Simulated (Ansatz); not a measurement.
[Si5]2- (Si5²⁻). Charge -2, multiplicity 1. Geometry r2SCAN-D4/def2-SVPD; atoms count from 1.

Cartesian coordinates in Å:
```
Si -1.619 0.764 -0.567
Si -0.438 -1.313 -0.517
Si -0.306 0.386 1.393
Si 0.744 0.927 -0.876
Si 1.619 -0.764 0.567
```

A multiply charged anion in the gas phase is held together partly by the finite basis. Removing one electron lowers the energy by 1.26 eV at PBE0-D4/def2-TZVPD, so it isn't bound. The highest occupied level of the charge -2 singlet lies above zero (up to 2.60 eV). By energy differences it is unbound by 1.26 eV (vertical, to the charge -1 doublet, at PBE0-D4/def2-TZVPD) and held by the finite basis.

Estimate the Mulliken populations from the PBE0/def2-TZVPD orbitals of Ansatz.


| atom | charge (e) |
| --- | --- |
| Si1 | -0.46 |
| Si2 | -0.36 |
| Si3 | -0.36 |
| Si4 | -0.36 |
| Si5 | -0.46 |
Mulliken values and Mayer orders depend strongly on the basis. With diffuse functions, as here, like atoms can get unlike values, and bond orders can come out too low or too high.

And the Mayer bond orders between bonded heavy atoms (over 0.3)?

Si1–Si2 0.75 (2.39 Å); Si1–Si3 0.75 (2.39 Å); Si1–Si4 0.75 (2.39 Å); Si2–Si3 0.73 (2.56 Å); Si2–Si4 0.73 (2.56 Å); Si2–Si5 0.75 (2.39 Å); Si3–Si4 0.73 (2.56 Å); Si3–Si5 0.75 (2.39 Å); Si4–Si5 0.75 (2.39 Å). Values over 0.3 also appear between atoms too far apart for a bond (Si1–Si5 0.37 at 3.75 Å); they arise where an orbital or an unpaired electron spreads over both atoms.
